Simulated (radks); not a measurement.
Values are calculated unless marked as measured or tabulated.
Initial-state core-level shifts of the titanium ion Ti+ when its valence configuration changes from [Ar] 3d2 4s1. Code: a radial shooting solver on a logarithmic mesh with Libxc functionals. Model: Dirac Kohn-Sham, PBE, spin-unpolarised, spherical densities, finite nucleus; open shells fill j = l - 1/2 first; Fermi nuclear charge, rms radius 3.5921 fm. Shifts are changes of the shell-averaged eigenvalues in eV (positive: less bound); the change of the density at the nucleus, which sets a Mossbauer isomer shift, is in e/bohr^3, on a base of 8496.

valence               1s       2s       2p       3p  density at nucleus
3d1 4s1 4p1       -7.094   -8.053   -7.966   -6.588             +2.4773
3d2 4p1           -1.223   -1.183   -1.183   -1.201             -4.2751
4s2 4p1          -14.277  -16.497  -16.308  -12.772            +11.6291
3d2 4s0.5 4p0.5   -0.616   -0.596   -0.596   -0.605             -2.1072
3d1 4p2           -8.268   -9.217   -9.126   -7.720             -2.5974
3d1 4s2           -5.877   -6.849   -6.764   -5.411             +7.3054
3d1.5 4s1 4p0.5   -3.374   -3.812   -3.771   -3.184             +1.1227
3d1.5 4s1.5       -2.755   -3.206   -3.166   -2.580             +3.3564
3d0.5 4s1.5 4p1  -10.533  -12.092  -11.955   -9.597             +6.7339
